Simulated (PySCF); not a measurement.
ECD: `FC([C@@H]1[C@@](C#N)(F)O1)F`, C4H2F3NO

Geometry:
| atom | x (Å) | y (Å) | z (Å) |
| --- | --- | --- | --- |
| N1 | -1.393 | 2.444 | -0.225 |
| C2 | -1.326 | 1.317 | -0.068 |
| C3 | -1.220 | -0.107 | 0.135 |
| F4 | -2.298 | -0.793 | -0.310 |
| O5 | -0.646 | -0.585 | 1.288 |
| C6 | 0.080 | -0.808 | 0.110 |
| C7 | 1.372 | -0.035 | -0.074 |
| F8 | 2.425 | -0.866 | 0.043 |
| F9 | 1.427 | 0.482 | -1.323 |
| H10 | 0.099 | -1.833 | -0.253 |
| H11 | 1.485 | 0.787 | 0.651 |

Computed, not measured: PySCF 2.14.0, TDDFT B3LYP/aug-cc-pVDZ circular dichroism and optical rotation, one conformer, gas phase. Geometry: GFN2-xTB.

The molecule is flexible and this is one conformer; a measurement averages over conformers.

Task: What are the CIP labels of the stereocentres?

Result: C3 R, C6 S.

Task: Which excitations and rotatory strengths does the calculation give?

Result: Rotatory strengths R in 10⁻⁴⁰ esu² cm², velocity form and length form (origin at the centre of mass); f in length form.
| state | E (eV) | λ (nm) | f | R (velocity) | R (length) | main |
| --- | --- | --- | --- | --- | --- | --- |
| 1 | 7.08 | 175 | 0.002 | +2.2 | +1.9 | HOMO→LUMO+1 0.65, HOMO−1→LUMO+1 0.24 |
| 2 | 7.31 | 170 | 0.003 | +0.7 | +0.8 | HOMO→LUMO 0.56, HOMO−1→LUMO 0.31 |
| 3 | 7.41 | 167 | 0.024 | -7.8 | -8.2 | HOMO−1→LUMO 0.39, HOMO−1→LUMO+1 0.21 |
| 4 | 7.80 | 159 | 0.049 | -2.5 | -2.1 | HOMO−1→LUMO+1 0.30, HOMO−2→LUMO+1 0.18 |
| 5 | 7.92 | 157 | 0.011 | +4.0 | +4.1 | HOMO−2→LUMO 0.71 |
| 6 | 8.36 | 148 | 0.009 | +1.5 | +1.0 | HOMO→LUMO+3 0.42, HOMO−1→LUMO+3 0.22 |
| 7 | 8.48 | 146 | 0.083 | +7.0 | +6.8 | HOMO−4→LUMO 0.24, HOMO→LUMO+2 0.18 |
| 8 | 8.54 | 145 | 0.007 | +1.0 | +0.4 | HOMO−4→LUMO+1 0.51, HOMO−3→LUMO+1 0.31 |
| 9 | 8.62 | 144 | 0.028 | -13.5 | -13.6 | HOMO−1→LUMO+3 0.39, HOMO→LUMO+3 0.21 |
| 10 | 8.65 | 143 | 0.010 | +12.1 | +12.3 | HOMO→LUMO+2 0.64, HOMO→LUMO+3 0.20 |
| 11 | 8.71 | 142 | 0.004 | -25.9 | -24.4 | HOMO−3→LUMO 0.51, HOMO→LUMO+4 0.18 |
| 12 | 8.75 | 142 | 0.041 | +19.5 | +19.4 | HOMO→LUMO+4 0.62, HOMO−3→LUMO 0.09 |

Among the states computed, the strongest CD band (largest |R|) is state 11. The largest dissymmetry factor in size, g = 4R/(D+G), with D and G the electric and magnetic dipole strengths, is -0.073 for state 11 (velocity form, f = 0.005), among bands with |R| over 0.5. The mirror image has the same energies and oscillator strengths and all R with the opposite sign.
